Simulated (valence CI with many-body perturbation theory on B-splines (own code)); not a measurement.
Ho62+: E2, E3, M1, M2 decay

Method: relativistic CI+MBPT: three valence electrons over a frozen Dirac-Fock core [He], a basis of 11 s, 11 p, 9 d, 7 f, 5 g, 2 h, 1 i functions for each j, with the one-electron correlation potential Σ1 (screened to all orders), the two-electron term Σ2, the three-electron term Σ3, Breit, model QED; selected single and double excitations, second order for the rest (own B-spline code, finite nucleus).

The last digits are not significant, and no measured levels were compared; by estimate large intervals hold to a few tenths of a per cent, small ones and those within an open d or f shell to about a per cent.

Lines 1 to 32 of 32 in falling wavelength, among levels below 82996 × 10³ cm⁻¹, chosen from the decays that carry over 1 % of a level's rate. Wavelengths and rates use the calculated energies. Electric multipoles are in the length gauge, E1 and E2 with the static RPA response of the core. Weak lines are less certain than strong ones. Lines between different terms over intervals too small for the method are left out, as are lines whose strength nearly cancels. The highest levels of a list are the least certain.

Levels are named by their leading jj configuration (3d3/2^4 stands for four electrons in 3d with j = 3/2), which in mixed levels can hold well under half, so a name can repeat and another be missing. Letters in brackets count levels of one name in rising energy.

```csv
λ vac (Å),Upper,Lower,Type,A (s⁻¹),Branch %
14.35,(2s 2p1/2 2p3/2) J=3/2 [a],(2s 2p1/2^2) J=1/2,M1,3.88e+09,10.2
13.87,(2s 2p3/2 3d5/2) J=9/2,(2s 2p1/2 3d5/2) J=7/2,M1,3.64e+09,4.5
13.29,(2s^2 2p3/2) J=3/2,(2s^2 2p1/2) J=1/2,M1,3.67e+09,25.4
1.638,(2s 2p1/2 3p1/2) J=1/2 [a],(2s 2p1/2 2p3/2) J=3/2 [a],E2,1.32e+12,1.0
1.634,(2s^2 3p1/2) J=1/2,(2s^2 2p3/2) J=3/2,E2,1.67e+12,23.7
1.604,(2s 2p3/2 3p3/2) J=7/2,(2s 2p3/2^2) J=3/2,E2,5.06e+10,2.2
1.584,(2s 2p3/2 3p3/2) J=7/2,(2s 2p3/2^2) J=5/2,E2,5.66e+11,24.8
1.582,(2s 2p3/2 3p3/2) J=1/2 [b],(2s 2p3/2^2) J=3/2,E2,9.87e+11,8.7
1.580,(2s 2p1/2 3p3/2) J=5/2,(2s 2p1/2 2p3/2) J=5/2,E2,4.53e+11,1.2
1.577,(2s^2 3p3/2) J=3/2,(2s^2 2p3/2) J=3/2,E2,8.34e+11,7.5
1.562,(2s 2p3/2 3p3/2) J=1/2 [b],(2s 2p3/2^2) J=5/2,E2,3.28e+11,2.9
1.559,(2s 2p3/2 3d5/2) J=9/2,(2s 2p3/2^2) J=5/2,M2,3.75e+10,46.0
1.559,(2s 2p3/2 3d5/2) J=9/2,(2s 2p3/2^2) J=5/2,E3,2.23e+09,2.7
1.419,(2s 2p3/2 3p3/2) J=7/2,(2s 2p1/2 2p3/2) J=5/2,E2,4.29e+11,18.8
1.417,(2s 2p1/2 3p3/2) J=5/2,(2s 2p1/2^2) J=1/2,E2,9.25e+11,2.5
1.412,(2s 2p3/2 3p3/2) J=7/2,(2s 2p1/2 2p3/2) J=3/2 [a],E2,6.81e+11,29.8
1.412,(2s 2p3/2 3p3/2) J=1/2 [b],(2s 2p1/2 2p3/2) J=3/2 [b],E2,9.61e+11,8.4
1.410,(2s^2 3p3/2) J=3/2,(2s^2 2p1/2) J=1/2,E2,1.02e+12,9.2
1.399,(2s 2p3/2 3d5/2) J=9/2,(2s 2p1/2 2p3/2) J=5/2,M2,1.29e+10,15.8
1.399,(2s 2p3/2 3d5/2) J=9/2,(2s 2p1/2 2p3/2) J=5/2,E3,2.02e+09,2.5
1.393,(2s 2p3/2 3d5/2) J=9/2,(2s 2p1/2 2p3/2) J=3/2 [a],E3,3.99e+09,4.9
1.382,(2p1/2 2p3/2 3d3/2) J=5/2 [a],(2s 2p1/2 2p3/2) J=1/2,E2,1.59e+12,1.2
1.380,(2p1/2 2p3/2 3d3/2) J=7/2,(2s 2p1/2 2p3/2) J=3/2 [b],E2,2.14e+12,9.6
1.375,(2s 2p1/2 3d3/2) J=5/2,(2s^2 2p1/2) J=1/2,E2,2.73e+12,1.3
1.372,(2p1/2^2 3d3/2) J=3/2,(2s 2p1/2^2) J=1/2,E2,5.00e+12,2.6
1.370,(2p1/2 2p3/2 3d3/2) J=7/2,(2s 2p1/2 2p3/2) J=5/2,E2,2.37e+12,10.7
1.366,(2p1/2 2p3/2 3d3/2) J=3/2 [a],(2s 2p1/2 2p3/2) J=3/2 [a],E2,3.45e+12,1.0
1.366,(2p1/2 2p3/2 3d3/2) J=5/2 [a],(2s 2p1/2 2p3/2) J=3/2 [a],E2,2.32e+12,1.8
1.366,(2p1/2 2p3/2 3d3/2) J=1/2 [a],(2s 2p1/2 2p3/2) J=3/2 [a],E2,4.57e+12,2.5
1.364,(2p1/2 2p3/2 3d3/2) J=7/2,(2s 2p1/2 2p3/2) J=3/2 [a],E2,5.23e+11,2.4
1.359,(2p1/2 2p3/2 3d5/2) J=9/2,(2s 2p1/2 2p3/2) J=5/2,E2,5.26e+12,66.0
1.356,(2p1/2 2p3/2 3d5/2) J=7/2 [a],(2s 2p1/2 2p3/2) J=3/2 [a],E2,4.68e+12,11.9
```
